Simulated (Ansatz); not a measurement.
ReO3(OH) (ReO₄H). Charge 0, multiplicity 3. Geometry PBE-D4/def2-SVP, that of the neutral singlet; atoms count from 1.

Cartesian coordinates in Å:
```
Re -0.152 -0.275 0.307
O 0.499 -0.486 1.883
O -1.795 0.216 0.430
O -0.115 -1.776 -0.531
O 0.880 1.025 -0.585
H 0.683 1.297 -1.504
```

In the def2 sets Re takes a core potential; there is no spin–orbit coupling. At PBE0-D4/def2-TZVP a singlet of charge 0 lies 3.86 eV below the triplet at the same geometry.

(1) Estimate the Mulliken populations from the PBE0/def2-TZVP orbitals of Ansatz.

(2) Where does the spin sit?

(3) And the Mayer bond orders between bonded heavy atoms (over 0.3)?

Results:

(1) 
```json
{"atom": "Re1", "charge (e)": "1.39", "spin (α − β)": "0.49", "d electrons": "4.59"}
{"atom": "O2", "charge (e)": "-0.46", "spin (α − β)": "0.17", "d electrons": "–"}
{"atom": "O3", "charge (e)": "-0.34", "spin (α − β)": "0.67", "d electrons": "–"}
{"atom": "O4", "charge (e)": "-0.34", "spin (α − β)": "0.67", "d electrons": "–"}
{"atom": "O5", "charge (e)": "-0.60", "spin (α − β)": "-0.02", "d electrons": "–"}
{"atom": "H6", "charge (e)": "0.34", "spin (α − β)": "0.03", "d electrons": "–"}
```
Mulliken values and Mayer orders depend strongly on the basis.

(2) Summed by element: Re 0.49, O 1.48, H 0.03, of 2 unpaired in all. Largest on single atoms: O4 0.67, O3 0.67, Re1 0.49.

(3) Re1–O2 1.88 (1.72 Å); Re1–O3 1.53 (1.72 Å); Re1–O4 1.53 (1.72 Å); Re1–O5 1.05 (1.89 Å).
